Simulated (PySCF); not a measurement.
Below is a simulated gas-phase Si 1s photoelectron spectrum of `C[SiH2][SiH2]Br`.

Every computed line was given a Gaussian of 0.5 eV full width at half maximum and an area set by the number of equivalent atoms; the highest printed point is 100. Method: delta-SCF UKS SCAN, pcX-2 on the ionised atom, pcseg-1 elsewhere, spin-free X2C (PySCF 2.14.0).

binding energy (eV), intensity and a bar:
```
   1845.5          0 
   1845.6          1 
   1845.7          4 #
   1845.8         11 ###
   1845.9         27 ########
   1846.0         52 ################
   1846.1         81 ########################
   1846.2        100 ##############################
   1846.3         98 ##############################
   1846.4         79 ########################
   1846.5         53 ################
   1846.6         37 ###########
   1846.7         38 ###########
   1846.8         57 #################
   1846.9         83 #########################
   1847.0        100 ##############################
   1847.1         98 #############################
   1847.2         77 #######################
   1847.3         48 ##############
   1847.4         24 #######
   1847.5         10 ###
   1847.6          3 #
   1847.7          1
```

Problem. Count the maxima, the lines and the sites behind this envelope.

Solution. The curve has 2 maxima (at 1846.2 and 1847.0 eV). Under it lie 2 lines from 2 inequivalent silicon sites.

Problem. Decompose the envelope and assign each component. Numbering: `[CH3:1][SiH2:2][SiH2:3][Br:4]`.

Solution. 
```csv
position (eV),relative area,line,atoms,environment
1846.24,1,Si 1s,Si2,SiH2 silicon
1847.04,1,Si 1s,Si3,SiH2 silicon
```

Problem. What are the centre and the root-mean-square width of the whole band?

Solution. The area-weighted mean of the lines is 1846.64 eV. Their own spread about it is 0.40 eV (rms) and each Gaussian has σ = 0.5/2.355 = 0.21 eV; the variances add, which gives 0.45 eV.

Problem. Above which line width would these two lines show one maximum?

Solution. Two equal Gaussians merge once their distance is under 2σ = FWHM/1.177. With 0.80 eV between them that is a full width over 0.94 eV.

The listed Si 1s values span 0.80 eV, from Si2 (bonded to C, 2 H and Si) to Si3 (bonded to Br, 2 H and Si). Summing the Pauling electronegativity differences to the bonded atoms, each weighted by its formal bond order, gives +1.25 for the lowest site and +1.66 for the highest.

No satellites, vibrations or lifetime broadening are included. One conformer (not necessarily the lowest) at the PBE0-D3(BJ)/def2-SVP geometry, without solvent, vibrations or thermal averaging.

The values belong to the conformer `[CH3:1][SiH2:2][SiH2:3][Br:4]`: C1–Si2–Si3–Br4 178°.
